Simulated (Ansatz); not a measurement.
Basis sets compared for [VO2F2]- (VO2F2⁻). Total charge -1; singlet. Geometry PBE-D4/def2-SVPD. Ansatz on 4 threads of Arm Neoverse N1 on a shared host; times are rough, and most runs start from earlier orbitals.

Cartesian coordinates in Å:
```
V 0.0466 0.0122 0.0139
O 0.4541 0.7489 1.4031
O 1.3919 -0.2640 -0.8536
F -1.0966 1.0597 -0.9313
F -0.7960 -1.5568 0.3680
```

The restricted singlet is unstable towards broken spin symmetry in Hartree–Fock (as tested in another run); at PBE-D4/def2-SVPD, PBE-D4/def2-TZVPD, PBE0-D4/def2-SVPD, PBE0-D4/def2-TZVPD this wasn't settled.

```
            level  functions  energy (Eh)  HOMO (eV)  LUMO (eV)  wall time
 PBE-D4/def2-SVPD        126   -1293.5657      -1.72       1.74      1.9 s
PBE0-D4/def2-SVPD        126   -1293.5005      -3.37       2.59      2.3 s
```

Q: Estimate the rows for PBE-D4/def2-TZVPD, PBE0-D4/def2-TZVPD (with forces).

A: 
```json
{"level": "PBE-D4/def2-TZVPD", "functions": "208", "energy (Eh)": "-1294.0849", "HOMO (eV)": "-1.60", "LUMO (eV)": "1.90", "wall time": "3.1 s"}
{"level": "PBE0-D4/def2-TZVPD (with forces)", "functions": "208", "energy (Eh)": "-1294.0230", "HOMO (eV)": "-3.22", "LUMO (eV)": "2.81", "wall time": "7.5 s"}
```
